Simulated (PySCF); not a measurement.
CH₄AlClOSe, SMILES [Al]([O]C)([SeH])[Cl]. Heavy atoms are numbered as in [Al:1]([Cl:2])([O:3][CH3:4])[SeH:8]. Hydrogens are named by the atom that carries them.

Geometry: ωB97X-D3(BJ)/def2-SVP. The structure was generated by enumeration; whether it is a known compound was not checked. The values are those of a single conformer.

Computed with HF/pcSseg-1 (PySCF).

GIAO shieldings, no solvent; atoms alike by connectivity are averaged. δ = σ(ref) − σ: ³⁵Cl against HCl (σ = 958.2 ppm); ¹⁷O against H2O (σ = 333.0 ppm); ¹³C against TMS (σ = 192.6 ppm); ¹H against TMS (σ = 31.99 ppm); ⁷⁷Se against Me2Se (σ = 1942.8 ppm), references at their B3LYP-D3(BJ)/def2-TZVP geometries, non-relativistic (without spin–orbit terms, shifts of atoms bonded to Cl or Br come out too high).

### Question
Estimate the chemical shifts. (Estimate from the structure and the level; the computed values follow.)

### Answer

```
nucleus      atoms  count  δ (ppm)
-------  ---------  -----  -------
³⁵Cl           Cl2      1    -43.6
¹⁷O             O3      1      5.9
¹³C       C4 (CH3)      1     51.6
¹H         H on C4      3     3.99
¹H        H on Se8      1     0.60
⁷⁷Se     Se8 (SeH)      1   -439.6
```
